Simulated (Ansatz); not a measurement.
Consider the redistribution: `[NH2][V](=[O])([F])[Cl]` + `CB(C)F` → `[CH3][V](=[O])([F])[Cl]` + `CB(N)F`.

Computed with Ansatz on PBE0-D4/def2-TZVP structures; ΔE is electronic, products minus reactants. CCSD(T)/CBS adds triple-zeta CCSD(T) − MP2 to the extrapolated MP2 energy (def2 sets, frozen cores). DFT in def2-TZVPP. For V outer-core shells are correlated without core-valence functions, which leaves a few kJ/mol of doubt a bond. Scalar relativity is left out up to krypton. One conformer a species, not always the lowest.

CCSD(T)/CBS gives -6.3 kcal/mol.

Task: Another level gave -4.4 kcal/mol. Which?
A. revPBE/def2-TZVPP
B. HF/def2-TZVPP
C. CCSD(T)/def2-TZVPP
D. B97M-V/def2-TZVPP

Result: D. B97M-V -4.4, HF/def2-TZVPP -12.3, CCSD(T)/def2-TZVPP -5.6, revPBE -3.3 kcal/mol.

Largest T1 diagnostic among the species: 0.032, so the coupled-cluster value is less sure than usual.

From r2SCAN to r2SCAN0 (25 % exact exchange), in def2-TZVPP and without D4, ΔE moves by −2.1 kcal/mol. In def2-TZVPP, CCSD(T) changes the Hartree–Fock value by +6.6 kcal/mol (the triples alone add +3.0 kcal/mol) and MP2 by +12.7 kcal/mol. At CCSD(T), def2-SVP lies +1.1 kcal/mol from the extrapolated value and def2-TZVPP +0.6 kcal/mol.
